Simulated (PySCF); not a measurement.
**Do core-level shifts follow atomic charges?**

Compound: 2-hexanone, C6H12O.
Cartesian coordinates in Å at the PBE0-D3(BJ)/def2-SVP level; atoms count from 1:
```
atom  x, y, z in Å
C1    -3.0555   -0.4499   -0.3076
C2    -1.7970    0.4027   -0.3042
C3    -0.5469   -0.3752    0.0814
C4     0.7114    0.4713    0.0861
C5     1.9663   -0.2884    0.4640
C6     3.2518    0.5038    0.4853
O7     1.9411   -1.4654    0.7341
H8    -3.2441   -0.8856    0.6867
H9    -3.9436    0.1361   -0.5888
H10   -2.9681   -1.2862   -1.0196
H11   -1.6530    0.8545   -1.3022
H12   -1.9275    1.2527    0.3895
H13   -0.6770   -0.8306    1.0775
H14   -0.4038   -1.2262   -0.6054
H15    0.8833    0.9353   -0.9031
H16    0.6133    1.3275    0.7794
H17    4.0856   -0.1502    0.7690
H18    3.1760    1.3395    1.1990
H19    3.4471    0.9465   -0.5043
```

Binding energies: delta-SCF UKS SCAN, pcX-2 on the ionised atom, pcseg-1 elsewhere, spin-free X2C (PySCF). Charges: PBE0/pcSseg-1 ground-state density, for the ionised atom.

```json
{"atom": "C3", "environment": "chain CH2 carbon", "C 1s (eV)": "290.45", "Mulliken (e)": "-0.234", "IAO (e)": "-0.245", "Hirshfeld (e)": "-0.070", "ESP (e)": "+0.115"}
{"atom": "C1", "environment": "methyl carbon", "C 1s (eV)": "290.54", "Mulliken (e)": "-0.266", "IAO (e)": "-0.407", "Hirshfeld (e)": "-0.113", "ESP (e)": "-0.437"}
{"atom": "C2", "environment": "chain CH2 carbon", "C 1s (eV)": "290.57", "Mulliken (e)": "-0.275", "IAO (e)": "-0.240", "Hirshfeld (e)": "-0.064", "ESP (e)": "+0.156"}
{"atom": "C4", "environment": "sp3 carbon next to a carbonyl", "C 1s (eV)": "290.81", "Mulliken (e)": "-0.272", "IAO (e)": "-0.304", "Hirshfeld (e)": "-0.074", "ESP (e)": "-0.466"}
{"atom": "C6", "environment": "methyl carbon next to a carbonyl", "C 1s (eV)": "291.02", "Mulliken (e)": "-0.262", "IAO (e)": "-0.471", "Hirshfeld (e)": "-0.122", "ESP (e)": "-0.696"}
{"atom": "C5", "environment": "ketone carbonyl carbon", "C 1s (eV)": "293.25", "Mulliken (e)": "+0.153", "IAO (e)": "+0.394", "Hirshfeld (e)": "+0.174", "ESP (e)": "+0.837"}
```

How well does each charge scheme correlate with the binding energies over these sites?

Mulliken: r = 0.97, slope 6.1 eV per e; Hirshfeld: r = 0.93, slope 9.1 eV per e; IAO: r = 0.90, slope 3.1 eV per e; ESP: r = 0.69, slope 1.3 eV per e. Mulliken charges have the highest r, on only 6 points.

The point-charge model writes a binding energy as kq + V + constant, with V the potential of the other atoms' charges at the site. What does it give with the Hirshfeld charges?

V = Σ 14.40 eV Å × q/r over all other atoms: +0.43 eV at C3, +1.28 eV at C1, +0.35 eV at C2, +1.27 eV at C4, +2.35 eV at C6, -3.00 eV at C5. Fitting binding energy − V to q gives k = 25.4 eV per e and leaves an rms residual of 0.21 eV, against 0.35 eV for the fit on q alone. The model has no term for differences in relaxation between sites.

The structure is a single PBE0-D3(BJ)/def2-SVP conformer in the gas phase; no vibrational or solvent corrections.
